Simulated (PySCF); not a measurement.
O₃S. Atoms are numbered in the order given.

```xyz
4

O      1.4266     0.0000     0.0000
S      0.0000     0.0000     0.0000
O     -0.7133    -1.2355     0.0000
O     -0.7133     1.2355     0.0000
```
Charge 0, spin multiplicity 1.

Geometry: B3LYP-D3(BJ)/def2-TZVP.

Level of theory: HF/def2-TZVPD (PySCF).

Gas-phase values at a fixed geometry.

```yaml
total_energy: -622.17010 hartree
point_group: D3h
highest_occupied_level: -14.70 eV
lowest_empty_level: 0.61 eV
orbital_gap: 15.31 eV
dipole_moment: 0.00 D
quadrupole, principal values (traceless, Buckingham form, about the centre of nuclear charge): -3.53, -3.53, 7.05 D·Å
mean_static_polarisability: 25.8 bohr³ (3.83 Å³)
polarisability_principal_values: 19.1, 29.2, 29.2 bohr³
```
